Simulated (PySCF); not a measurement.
WBr₃, SMILES [Br][W]([Br])[Br] (connectivity only; charge and spin as stated), neutral, multiplicity 4.

The structure is a stationary point at B3LYP-D3(BJ)/def2-SVP. The multiplicity is an assumed one; other spin states were not compared. The def2 effective core potentials stand for the cores of W; spin–orbit coupling is left out.

Calculation: TDA-PBE/def2-SVPD (PySCF).

Vertical excitations; the highest root listed may be one member of a degenerate set. The molecule is in vacuum.

Computed UV-visible absorptions:
```tsv
state	energy (eV)	λ (nm)	f	main pairs
root 1	1.05	1180	0.001	α HOMO→LUMO 50 %, α HOMO−1→LUMO+1 50 %
root 2	1.07	1159	0.000	α HOMO→LUMO+1 50 %, α HOMO−1→LUMO 50 %
root 3	1.29	957	0.000	α HOMO−1→LUMO+1, α HOMO→LUMO (degenerate set)
root 4	1.30	957	0.000	α HOMO−1→LUMO, α HOMO→LUMO+1 (degenerate set)
root 5	2.02	614	0.001	α HOMO−2→LUMO+1 (degenerate set)
root 6	2.02	614	0.001	α HOMO−2→LUMO (degenerate set)
root 7	3.69	336	0.010	α HOMO−3→LUMO+1, β HOMO→LUMO+2 (degenerate set)
root 8	3.69	336	0.010	α HOMO−3→LUMO, β HOMO→LUMO+1 (degenerate set)
root 9	3.95	314	0.000	α HOMO−4→LUMO (degenerate set)
root 10	3.95	314	0.000	α HOMO−4→LUMO+1 (degenerate set)
```
Unrestricted roots are not spin-pure.
